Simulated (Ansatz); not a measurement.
Mo, septet (core potentials on Mo); R2SCAN/def2-TZVP (Ansatz, a quantum-chemistry and plane-wave program).

Input for Ansatz:
Ansatz 0.2 input:
```yaml
crystal:
  periodic: [false, false, false]
  atoms:
    - {symbol: Mo, position_ang: [0.00000000, 0.00000000, 0.00000000]}
basis:
  gaussian:
    orbitals: def2-TZVP
hamiltonian:
  xc: r2scan
magnetization: {spin_polarized: true, initial_magnetization: 6}
```

What the program printed (banner, timings and long lists left out):

```
Functional definition: r2SCAN
299 factors; their error is unknown
mean field evaluation 1: about -1852.8475 eV, gradient 1.9e1 eV
mean field evaluation 2: about -1852.1546 eV, gradient 2.3e1 eV
mean field evaluation 4: about -1854.5449 eV, gradient 1.1e-1 eV
mean field evaluation 8: about -1854.5421 eV, gradient 1.3e-3 eV
mean field -1854.54205373 eV, -68.1531634207 hartree, gradient 2.7e-6 eV, S^2 12.000972; 0 other end points of the search recorded, 0 dependent functions left out
reference -1854.54207155 eV, -68.1531640755 hartree; 10, 4 occupied and 30, 36 virtual orbitals, 299 factors
Total energy: -1854.54207155 eV, -68.1531640755 hartree
```
